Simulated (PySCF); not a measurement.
NO₂, SMILES O=N[O-], charge -1. Atoms are numbered in the order given.

```xyz
3

N      0.0000     0.0000    -0.4616
O      0.0000     1.0714     0.2019
O      0.0000    -1.0714     0.2019
```
Charge -1, spin multiplicity 1.

Geometry: TPSSh-D3(BJ)/def2-TZVPD.

Calculation: SMD-ωB97X/def2-SVPD in PySCF.

Solvation free energies are E(SMD) − E(gas) at the gas-phase geometry, for 1 M in both phases.

Computed solvation free energies in water, cyclohexanone, 2-propanol:
```
solvent        ΔG(solv) (kcal/mol)  its non-electrostatic (CDS) part
-------------  -------------------  --------------------------------
water                        -67.6                               4.1
cyclohexanone                -55.4                               0.8
2-propanol                   -62.6                               4.0
```
